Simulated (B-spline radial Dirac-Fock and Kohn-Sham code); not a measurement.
## Tl³⁺: scattering cross sections and density moments

System: Tl³⁺ in the configuration [Xe] 4f14 5d9 6s1 (not the ground configuration).

Input file task.json (cfg lists n, l and occupation; rrms is the nuclear radius in fm):

```json
{"items": [{
  "Z": 81,
  "q": 3,
  "cfg": [[1, 0, 2], [2, 0, 2], [2, 1, 6], [3, 0, 2], [3, 1, 6], [3, 2, 10], [4, 0, 2], [4, 1, 6], [4, 2, 10], [4, 3, 14], [5, 0, 2], [5, 1, 6], [5, 2, 9], [6, 0, 1]],
  "A": 205,
  "rrms": 5.4759,
  "do": ["scatter"],
  "s": [0.0, 0.05, 0.1, 0.15, 0.2, 0.25, 0.3, 0.35, 0.4, 0.45, 0.5, 0.6, 0.7, 0.8, 0.9, 1.0, 1.1, 1.2, 1.4, 1.6, 1.8, 2.0, 2.5, 3.0, 3.5, 4.0, 5.0, 6.0],
  "pz": [0, 0.1, 0.2, 0.3, 0.4, 0.5, 0.6, 0.8, 1.0, 1.2, 1.4, 1.6, 1.8, 2.0, 2.5, 3.0, 4.0, 5.0, 7.0, 10.0, 15.0, 20.0, 30.0, 40.0, 60.0, 100.0],
  "hv_scatter": [1000, 2000, 5000, 50000, 100000, 200000, 500000, 1000000]
}]}
```

Launch: `python xray_run.py task.json out`

Model: relativistic Hartree-Fock (Dirac-Fock) wave functions, averaged over the configuration. Program: an atomic code on a B-spline grid.

| Quantity | Value |
| --- | --- |
| Sum of ⟨r⟩ | 39.53 bohr |
| Sum of ⟨r²⟩ | 39.69 bohr² |
| Sum of ⟨1/r⟩ | 631.13 per bohr |
| Langevin diamagnetic susceptibility | -31.4 × 10⁻⁶ cm³/mol |
| Lamb shielding (α²/3)Σ⟨1/r⟩ | 11200 ppm |

Coherent scattering is the Thomson cross section weighted by f₀², without anomalous dispersion; incoherent scattering is Klein-Nishina weighted by S. The Lamb formula is the non-relativistic shielding expression. Electron correlation is left out.

```csv
hν (keV),coherent (b),incoherent (b),incoherent per electron (b)
1,3952,0.6565,0.00842
2,3704,2.143,0.0275
5,2729,6.989,0.0896
50,217.7,30.72,0.394
100,70.74,32.30,0.414
200,20.78,29.29,0.376
500,3.790,21.99,0.282
1000,0.9901,16.30,0.209
```

Incoherent scattering overtakes coherent scattering between 100 and 200 keV.

Values without a named source are computed, but for edge energies of neutral atoms, which are taken from tables.
